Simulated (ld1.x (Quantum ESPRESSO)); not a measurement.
Results of a calculation; reference values are marked as such.
## Potentials for As (Z = 33) compared

Generated with ld1.x 7.5 (TM, RRKJ, ultrasoft, PAW), atompaw 4.2 or ONCVPSP 4.0.1. The cutoff is in Ry: for ld1.x and atompaw files where the sum of valence levels is converged to 10 mRy in a Bessel basis, for ONCV files where the hardest occupied wave has 1 mHa per electron of residual kinetic energy. The error is the largest all-electron minus pseudo excitation energy over each file’s own four to seven test configurations (ionisations up to +4, promotions, holes and added fractions of an electron), all of which were solved. The labels leave out finer settings (local radius, basis sizes, second energies), which also bear on the numbers. Spin-polarised tests are not counted. The rows are a selection from randomly drawn settings: files with unsolved tests, undetermined cutoffs or missed reference levels are left out.

A true bound ghost makes a file unfit for plane-wave use even where its test errors are small: the radial tests pick states by their node count and pass the ghost by.

```csv
potential,cutoff (Ry),largest error (meV),bound ghosts
"RRKJ, PBE, scalar-relativistic, rc 1.18/1.60/1.40 (spd), local s, core correction yes, reference 4s2 4p2",70,-250,"p, d"
"ultrasoft, PBE, scalar-relativistic, rc 1.70/2.15 (sp), local smoothed, core correction yes, reference 4s2 4p3",12,-402,none
"TM, PBE, fully relativistic, rc 1.55/1.40 (sp), local s, core correction no, reference 4s1.75 4p3.25",50,-24,"p3/2, p1/2"
"PAW, LDA (PZ), scalar-relativistic, rc 1.75/2.35/1.10 (spd), local smoothed, core correction yes, reference 3d10 4s2 4p3",140,+16,none
"RRKJ, PBE, scalar-relativistic, rc 1.35/1.95/1.00 (spd), local p, core correction yes, reference 3d10 4s2 4p3",230,-925,none
"TM, LDA (PZ), scalar-relativistic, rc 1.60/1.65 (sp), local p, core correction yes, reference 4s2 4p2.5",35,-260,none
```

Task: Fill in the row for As: TM, PBE, scalar-relativistic, rc 1.65/1.80 (sp), local smoothed, core correction yes, reference 4s2 4p3.

Result: cutoff 30 Ry, largest error -301 meV, bound ghosts: none.

Task: Fill in the row for As: TM, LDA (PZ), fully relativistic, rc 1.30/1.40 (sp), local s, core correction yes, reference 4s2 4p2.5.

Result: cutoff 60 Ry, largest error -303 meV, bound ghosts: p3/2, p1/2.
